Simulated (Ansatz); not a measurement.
Total energies of the cluster GeS2⁻ from Ansatz at PBE0-D4/def2-TZVPD, gas phase (1 Eh = 27.2114 eV = 2625.5 kJ/mol). The reference geometry is relaxed at PBE0-D4/def2-TZVPD.

Cartesian coordinates in Å:
```
Ge 0.072 0.029 -0.576
S -0.742 -1.788 0.109
S 0.669 1.759 0.467
```

```csv
state,geometry,energy (Eh)
charge -1 doublet,reference,-2872.99698
charge 0 singlet,reference,-2872.88740
charge -1 quartet,relaxed at PBE0-D4/def2-TZVPD,-2872.90275
```

Work out the vertical ionisation energy to the singlet.

E(charge 0 singlet) − E(charge -1 doublet) = -2872.88740 − (-2872.99698) = 0.10958 Eh = 2.98 eV. For comparison, −ε of the highest occupied level of the spin that leaves is 1.12 eV at this level, 1.86 eV less.

Which of the charge -1 states is lowest, and how far above it are the others?

The doublet. quartet: -2872.90275 − (-2872.99698) = 0.09423 Eh = 247.4 kJ/mol.

The restricted singlet is unstable towards broken spin symmetry in Hartree–Fock (as tested in another run); at PBE0-D4/def2-TZVPD this wasn't settled. At PBE0-D4/def2-TZVPD the highest occupied level of the charge -1 quartet lies above zero (up to 0.73 eV). It is a level of α spin, whose loss leaves a triplet; that state wasn't run at this geometry and level. The electron is either unbound and held by the finite basis, or the level is raised by self-interaction error. 

The structure comes from a short search, and lower isomers may exist.
